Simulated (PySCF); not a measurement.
Species: C₅H₄FO (charge +1).
SMILES: `Fc1cc[o+]cc1`

Vertical excitations from PySCF (density fitting, frozen core in the response, grid level 2 and gas phase unless stated; continuum runs use non-equilibrium linear response for the excitations) on a GFN2-xTB geometry. Reference run:

| settings | S1, eV (f) | S2, eV (f) | S3, eV (f) | S4, eV (f) | S5, eV (f) | S6, eV (f) | T1, eV (Tamm–Dancoff) | mean α (au) |
| --- | --- | --- | --- | --- | --- | --- | --- | --- |
| PBE0/def2-SVPD, full TDDFT, 6 singlets | 5.62 (0.124) | 6.16 (0.032) | 6.72 (0.000) | 6.87 (0.002) | 7.36 (0.202) | 7.58 (0.520) | 3.93 | 53.2 |

Task: What do these settings give: (1) wB97X/def2-SVPD, fitting basis def2-universal-jkfit, level shift 0.1 Eh, TDA, 1 singlet; (2) B3LYP/def2-SVPD, start guess vsap, fitting basis def2-universal-jkfit, full TDDFT, 3 singlets?

Result: 
| settings | S1, eV (f) | S2, eV (f) | S3, eV (f) | S4, eV (f) | S5, eV (f) | S6, eV (f) | T1, eV (Tamm–Dancoff) | mean α (au) |
| --- | --- | --- | --- | --- | --- | --- | --- | --- |
| wB97X/def2-SVPD, fitting basis def2-universal-jkfit, level shift 0.1 Eh, TDA, 1 singlet | 5.85 (0.157) | – | – | – | – | – | – | 53.4 |
| B3LYP/def2-SVPD, start guess vsap, fitting basis def2-universal-jkfit, full TDDFT, 3 singlets | 5.55 (0.121) | 6.03 (0.030) | 6.62 (0.000) | – | – | – | 3.94 | 53.6 |

(1) S1 moves by +0.23 eV; functional and response scheme change together, so the shift can't be laid on one. (2) S1 moves by -0.07 eV (B3LYP has 20 % exact exchange, PBE0 25 % exact exchange). States are counted by energy in each run and needn't keep their character from row to row.

Task: Which orbital pairs make up S1 in each run, and how does it sit against the orbital gap?

Result: 
```
                                                                                     settings  S1 configurations (weight)  S1 (eV)  orbital gap (eV)  S1 − gap (eV)
                                                       PBE0/def2-SVPD, full TDDFT, 6 singlets                    H→L 0.91     5.62              6.35          -0.73
      wB97X/def2-SVPD, fitting basis def2-universal-jkfit, level shift 0.1 Eh, TDA, 1 singlet      H→L 0.85, H−1→L+1 0.12     5.85             10.71          -4.86
B3LYP/def2-SVPD, start guess vsap, fitting basis def2-universal-jkfit, full TDDFT, 3 singlets                    H→L 0.91     5.55              5.92          -0.37
```

